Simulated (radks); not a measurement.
The numbers below are computed, except where a source is named.
All-electron atom: the erbium ion Er+ in [Xe] 4f12 6s1 (the NIST ground configuration).

Code: a radial shooting solver on a logarithmic mesh with Libxc functionals. Model: scalar-relativistic Kohn-Sham, r2SCAN, spin-polarised, spherical densities, finite nucleus; open shells are filled with parallel spins first (spin-orbit coupling, left out, can overturn this in heavy ions); meta-GGA in the generalised Kohn-Sham scheme; Fermi nuclear charge, rms radius 5.2516 fm.

Energy parts (hartree):
total: -13086.1840
kinetic: 14185.7306
electron-nucleus: -32099.2391
Hartree: 5105.3221
exchange-correlation: -277.9977

Orbitals (lengths in bohr, moments of r in powers of bohr; <r^-3> diverges for s and p1/2):
orbital,occ.,eigenvalue (hartree),<r^2>,<r^-3>,<r>
1s up,1,-2111.277,0.0005681,-,0.02037
1s down,1,-2111.277,0.0005681,-,0.02037
2s up,1,-355.7383,0.008833,-,0.08644
2s down,1,-355.7380,0.008833,-,0.08644
2p up,3,-314.5528,0.007189,14320,0.07673
2p down,3,-314.5524,0.007189,14320,0.07672
3s up,1,-80.22774,0.05790,-,0.2251
3s down,1,-80.18686,0.05786,-,0.2250
3p up,3,-67.63591,0.05834,3095,0.2243
3p down,3,-67.59498,0.05830,3098,0.2243
3d up,5,-51.85837,0.04877,409.1,0.2039
3d down,5,-51.82688,0.04872,409.5,0.2038
4s up,1,-16.22281,0.2917,-,0.5084
4s down,1,-16.13584,0.2917,-,0.5084
4p up,3,-12.06280,0.3306,692.7,0.5391
4p down,3,-11.97637,0.3306,692.0,0.5391
4d up,5,-6.46556,0.3959,77.18,0.5840
4d down,5,-6.37913,0.3965,77.06,0.5843
5s up,1,-2.22168,1.767,-,1.252
5s down,1,-2.18256,1.793,-,1.262
5p up,3,-1.25830,2.520,86.01,1.486
5p down,3,-1.23154,2.532,83.85,1.492
4f up,7,-0.38503,0.9128,10.67,0.8151
6s up,1,-0.35141,14.79,-,3.634
4f down,5,-0.30806,0.9791,10.45,0.8361
6s down,0,-0.28736,16.72,-,3.831
5d up,0,-0.24778,9.539,2.835,2.801
5d down,0,-0.21686,12.09,2.709,3.056
6p up,0,-0.20865,22.65,7.648,4.498

The highest occupied level is 4f down at -8.383 eV. The density falls to 0.001 e/bohr^3 at r = 4.40 bohr. For comparison, the ionisation energy in NIST's Atomic Spectra Database is 11.92 eV (semi-empirical). In exact Kohn-Sham theory the highest level is minus the ionisation energy, but local and semilocal functionals leave it too shallow, through self-interaction and a potential that decays too fast; potentials with the right tail come closer. The spin density at the nucleus is 44.37 e/bohr^3 (1s 0.23, 2s -0.19, 3s -7.90, 4s 2.32, 5s 10.52, 6s 39.40).
